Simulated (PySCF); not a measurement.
## Isomers of C9H7N: computed energies against enthalpies of formation

**What was measured.**

CRC Handbook of Chemistry and Physics lists, for the gas at 298.15 K: enthalpy of formation of `c1ccc2ncccc2c1` (quinoline) 200.5 kJ/mol; enthalpy of formation of `c1ccc2cnccc2c1` (isoquinoline) 204.6 kJ/mol.

The runs below try to reproduce these values; the comparison stands at the end.

Differences of these values give the isomerisation enthalpies. Geometries: GFN2-xTB; runs in PySCF, gas phase, with a dispersion term only where the level names one. Total electronic energies (Eh):

```
        SMILES  PBE0/pcSseg-1
c1ccc2ncccc2c1     -401.40308
c1ccc2cnccc2c1     -401.40098
```

Geometry of `c1ccc2ncccc2c1` (Å):
```
atom  x, y, z in Å
C1    -2.2607    0.7892    0.0013
C2    -2.3765   -0.6032   -0.1426
C3    -1.2635   -1.3952   -0.1835
C4     0.0207   -0.8209   -0.0820
N5     1.0987   -1.6299   -0.1288
C6     2.2829   -1.0963   -0.0356
C7     2.5157    0.2837    0.1137
C8     1.4392    1.1259    0.1643
C9     0.1386    0.5891    0.0652
C10   -1.0301    1.3752    0.1040
H11   -3.1550    1.3945    0.0299
H12   -3.3596   -1.0436   -0.2211
H13   -1.3325   -2.4659   -0.2937
H14    3.1164   -1.7868   -0.0795
H15    3.5264    0.6558    0.1854
H16    1.5654    2.1943    0.2779
H17   -0.9332    2.4462    0.2154
```

Geometry of `c1ccc2cnccc2c1` (Å):
```
atom  x, y, z in Å
C1    -2.0891   -0.9573    0.2654
C2    -2.3157    0.3818   -0.0964
C3    -1.2652    1.2246   -0.3276
C4     0.0586    0.7558   -0.2049
C5     1.1928    1.5679   -0.4311
N6     2.4226    1.1517   -0.3230
C7     2.6351   -0.1271    0.0254
C8     1.6302   -1.0218    0.2736
C9     0.2897   -0.5961    0.1619
C10   -0.8168   -1.4395    0.3936
H11   -2.9358   -1.6048    0.4419
H12   -3.3313    0.7375   -0.1900
H13   -1.4299    2.2555   -0.6064
H14    1.0631    2.6058   -0.7141
H15    3.6764   -0.4111    0.0985
H16    1.8481   -2.0423    0.5511
H17   -0.6399   -2.4685    0.6721
```

Zero-point and thermal terms are left out, so the computed numbers are electronic energies.

**Comparison with experiment**

Relative to `c1ccc2ncccc2c1`, the lowest by measurement, in kJ/mol (measured: enthalpies at 298.15 K; computed: electronic energies):

```
        SMILES  measured  PBE0/pcSseg-1
c1ccc2ncccc2c1       0.0            0.0
c1ccc2cnccc2c1       4.1            5.5
```

Measured values: 200.5 kJ/mol (298.15 K; CRC Handbook of Chemistry and Physics) for the first row; the others come from the same table. Unsigned miss: PBE0/pcSseg-1 1.4 kJ/mol. Where a level misses, the cause wasn't examined.
